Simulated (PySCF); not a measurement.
# XPS shifts beside NMR shieldings

C7H15P.
Cartesian coordinates in Å at the PBE0-D3(BJ)/def2-SVP level; atoms count from 1:
```
atom  x, y, z in Å
C1    -3.3366    0.4453   -1.3315
C2    -2.5522    0.2742   -0.2589
C3    -2.8245   -0.7625    0.7890
P4    -1.0779    1.3730   -0.1166
C5     0.3017    0.1219   -0.2453
C6     1.6515    0.7176    0.1328
C7     2.8116   -0.2536   -0.0501
C8     4.1591    0.3429    0.3232
H9    -4.2156   -0.1867   -1.5023
H10   -3.1272    1.2228   -2.0720
H11   -2.9614   -0.2918    1.7765
H12   -3.7278   -1.3474    0.5572
H13   -1.9809   -1.4646    0.8906
H14   -1.0645    1.4691    1.3132
H15    0.3149   -0.2087   -1.2981
H16    0.0932   -0.7719    0.3657
H17    1.8360    1.6262   -0.4682
H18    1.6239    1.0557    1.1848
H19    2.6242   -1.1584    0.5551
H20    2.8324   -0.5956   -1.1000
H21    4.1800    0.6530    1.3805
H22    4.9779   -0.3767    0.1718
H23    4.3827    1.2346   -0.2844
```

Binding energies: delta-SCF UKS SCAN, pcX-2 on the ionised atom, pcseg-1 elsewhere, spin-free X2C (PySCF 2.14.0). Shieldings: GIAO CAM-B3LYP/pcSseg-1, non-relativistic, same geometry.

```tsv
atom	isotropic shielding (ppm)
C1	43.5
C2	25.8
C3	155.6
C5	155.2
C6	149.4
C7	153.0
C8	166.0
```

Q: What are the C 1s binding energies of these atoms?

A: 
```json
{"atom": "C1", "environment": "terminal =CH2 carbon", "C 1s (eV)": "289.88", "isotropic shielding (ppm)": "43.5"}
{"atom": "C5", "environment": "sp3 carbon bound to phosphorus", "C 1s (eV)": "290.16", "isotropic shielding (ppm)": "155.2"}
{"atom": "C2", "environment": "fully substituted alkene carbon", "C 1s (eV)": "290.30", "isotropic shielding (ppm)": "25.8"}
{"atom": "C6", "environment": "chain CH2 carbon", "C 1s (eV)": "290.40", "isotropic shielding (ppm)": "149.4"}
{"atom": "C7", "environment": "chain CH2 carbon", "C 1s (eV)": "290.45", "isotropic shielding (ppm)": "153.0"}
{"atom": "C8", "environment": "methyl carbon", "C 1s (eV)": "290.51", "isotropic shielding (ppm)": "166.0"}
{"atom": "C3", "environment": "allylic carbon", "C 1s (eV)": "290.71", "isotropic shielding (ppm)": "155.6"}
```

Q: Among the listed atoms, is the one with the highest binding energy also the least shielded?

A: No. The highest binding energy is at C3 (290.71 eV, shielding 155.6 ppm), the lowest shielding at C2 (25.8 ppm, 290.30 eV).

Over these 7 sites the two quantities correlate at r = 0.62. By binding energy: C1 < C5 < C2 < C6 < C7 < C8 < C3. By shielding: C2 < C1 < C6 < C7 < C5 ≈ C3 < C8.

The unrestricted hole states depart most from a pure doublet (⟨S²⟩ = 0.75; over 0.85 named) for C 1s of C2 (0.86), which makes this value less certain. Isolated species at its PBE0-D3(BJ)/def2-SVP geometry (one conformer only).
